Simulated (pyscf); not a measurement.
`[BH2][NH][SiH2][NH][SiH2][NH2]`, singlet

Gas-phase minimum from PySCF at ωB97X-D3(BJ)/def2-SVP, one conformer. 

```
N
H 1 1.0219
B 1 1.4044 2 118.38
H 3 1.2126 1 119.74 2 -1.78
H 3 1.2129 4 120.81 1 -179.98
Si 1 1.7529 2 114.82 3 178.34
N 6 1.7419 1 105.87 2 -37.79
H 7 1.0161 6 117.68 1 172.33
Si 7 1.7355 8 115.93 6 179.17
N 9 1.7449 7 109.11 8 -124.57
H 10 1.0162 9 118.35 7 -155.57
H 10 1.0164 11 110.37 9 142.34
H 6 1.4891 7 114.01 8 -69.25
H 9 1.4906 7 114.82 8 118.88
H 6 1.4949 13 107.86 1 121.70
H 9 1.4959 14 108.86 10 -123.31
```

Properties at ωB97X-D3(BJ)/def2-SVP:

```
Item                                                                                                                                                                                                                                                                                                                                                 Result
---------------------------------------------------------------------------------------------------------------------  ------------------------------------------------------------------------------------------------------------------------------------------------------------------------------------------------------------------------------------
Harmonic wavenumbers, unscaled                                                                                         41, 75, 126, 158, 227, 257, 299, 331, 379, 435, 488, 608, 656, 682, 729, 745, 776, 819, 866, 893, 917, 944, 986, 991, 998, 1029, 1033, 1174, 1201, 1292, 1442, 1555, 2225, 2230, 2259, 2268, 2559, 2645, 3551, 3599, 3646, 3694 cm⁻¹
Zero-point energy                                                                                                                                                                                                                                                                                                                             74.1 kcal/mol
Rotational symmetry number                                                                                                                                                                                                                                                                                                                                1
Entropy of this conformer at 298 K and 1 atm, rigid rotor and harmonic oscillator, modes under 100 cm⁻¹ raised to 100                                                                                                                                                                                                                       389.9 J/(mol K)
Dipole moment                                                                                                                                                                                                                                                                                                                                        3.30 D
```

Single-point totals, which compare only within one level:

```tsv
level	total energy (hartree)
ωB97X-D3(BJ)/def2-TZVP	-774.49006
PBE/def2-TZVP	-773.78308
r²SCAN/def2-TZVP	-774.18176
B3LYP-D3(BJ)/def2-TZVP	-774.43040
PBE0-D3(BJ)/def2-TZVP	-773.87995
M06-2X/def2-TZVP	-774.22891
ωB97M-D3(BJ)/def2-TZVP	-774.49249
```

The lowest mode is so soft that the shape along it may change with the basis. Soft torsions are taken as harmonic, which can shift the entropy by several J/(mol K).
